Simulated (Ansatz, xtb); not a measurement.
## Ranking isomers of C4H9BFN

3 gas-phase structures of C4H9BFN, from a drawn sample of its isomers (lower ones may exist). Each was relaxed with GFN2-xTB; where two conformers were screened, the lower at r2SCAN-D4/def2-SVP is listed:

A. `BN1CC[C@H](F)C1`, a singlet
B. `NB[C@H]1C[C@@H](F)C1`, a singlet
C. `NB1CC[C@H](F)C1`, a singlet

Estimate their order in r2SCAN-D4/def2-SVP energy at these geometries, lowest first.

Calculated order at r2SCAN-D4/def2-SVP: C (0.0), A (119.6), B (127.2) kJ/mol.

Energies above the lowest of each column, in kJ/mol; the last columns are at PBE0-D3(BJ)/def2-SVP geometries:

```
structure  GFN2-xTB  HF/STO-3G  r2SCAN-D4/def2-SVP  PBE0-D3(BJ)/def2-SVP  CCSD(T)/def2-SVP + ΔMP2/def2-TZVPP
        C      48.4        0.0                 0.0                   0.0                                 0.0
        A       0.0       60.8               119.6                 113.8                               109.1
        B      96.2      127.3               127.2                 119.0                               112.7
```

CCSD(T)/def2-SVP + ΔMP2/def2-TZVPP puts C lowest; GFN2-xTB picks A. Flexible structures stand in one conformer each, not always the lowest. ΔMP2 is the change of the MP2 energy from the smaller to the larger basis.

Programs: Ansatz 0.2.0, xtb 6.7.1.
